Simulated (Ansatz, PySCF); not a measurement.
CH₄F₂OSi, singlet, geometry from GFN2-xTB, with bond 5-2 at 2.4 times its length. Base run: PySCF with CASSCF(4,3)/6-31G.

Input for PySCF:
```python
from pyscf import gto, scf, mcscf
import numpy

mol = gto.Mole()
mol.atom = '''
    C     1.751348   -0.010039   -0.622427
    Si   -0.017049   -0.011850   -0.005908
    O    -0.877002   -1.114929   -0.791187
    F    -0.731724    1.418387   -0.128203
    F    -0.302838   -0.603315    3.786176
    H     2.229285   -0.968274   -0.444629
    H     2.336570    0.752944   -0.117402
    H     1.794888    0.187786   -1.688739
    H    -1.803446   -1.267734   -0.615768
'''
mol.basis = '6-31g'
mol.charge = 0
mol.spin = 0
mol.verbose = 3
mol.build()

mf = scf.RHF(mol)
mf.kernel()
mc = mcscf.CASSCF(mf, 3, 4)
mc.fix_spin_(ss=0.0)
mc.kernel()
occ = numpy.linalg.eigvalsh(mc.fcisolver.make_rdm1(mc.ci, mc.ncas, mc.nelecas))[::-1]
ss = mc.fcisolver.spin_square(mc.ci, mc.ncas, mc.nelecas)[0]
print('natural occupations', occ.round(4), ' <S^2>', round(ss, 4))
```

Programs used: Ansatz (an electronic-structure program), PySCF; a row that names a program was run with it.

Variants of this job, named by their change:

```json
[
 {"change": "base", "ΔE vs base (kcal/mol)": "0.000", "natural occupations": "2.00 1.18 0.82", "<S^2> of the state": "0.00"},
 {"change": "orbitals = fixed (CASCI)", "ΔE vs base (kcal/mol)": "42.95", "natural occupations": "2.00 1.40 0.60", "<S^2> of the state": "0.00"},
 {"change": "active space = 8 electrons, 9 orbitals", "ΔE vs base (kcal/mol)": "-41.45", "natural occupations": "1.99 1.99 1.98 1.23 0.76 0.02 0.01 0.01 0.00", "<S^2> of the state": "0.00"},
 {"change": "code = ansatz", "ΔE vs base (kcal/mol)": "0.010", "natural occupations": "-", "<S^2> of the state": "-"},
 {"change": "solver = newton", "ΔE vs base (kcal/mol)": "0.000", "natural occupations": "2.00 1.18 0.82", "<S^2> of the state": "0.00"},
 {"change": "active space = 8 electrons, 6 orbitals", "ΔE vs base (kcal/mol)": "-8.11", "natural occupations": "2.00 2.00 1.98 1.18 0.82 0.02", "<S^2> of the state": "0.00"},
 {"change": "conv_tol = 1e-5", "ΔE vs base (kcal/mol)": "0.029", "natural occupations": "2.00 1.18 0.82", "<S^2> of the state": "0.00"},
 {"change": "fix_spin_ = off", "ΔE vs base (kcal/mol)": "0.000", "natural occupations": "2.00 1.18 0.82", "<S^2> of the state": "0.00"},
 {"change": "code = ansatz; correction = SC-NEVPT2, all electrons", "ΔE vs base (kcal/mol)": "-289.4", "natural occupations": "-", "<S^2> of the state": "-"},
 {"change": "active space = 2 electrons, 2 orbitals", "ΔE vs base (kcal/mol)": "0.033", "natural occupations": "1.18 0.82", "<S^2> of the state": "0.00"},
 {"change": "active space = 2 electrons, 4 orbitals", "ΔE vs base (kcal/mol)": "0.008", "natural occupations": "1.18 0.82 0.00 0.00", "<S^2> of the state": "0.00"}
]
```

Active orbitals are taken around the Fermi level unless the row says otherwise; CASSCF can end in different local minima, and two programs can end on different orbitals. State-averaged rows give the lowest state.

Ansatz warned in this series: the state or the total is in doubt.
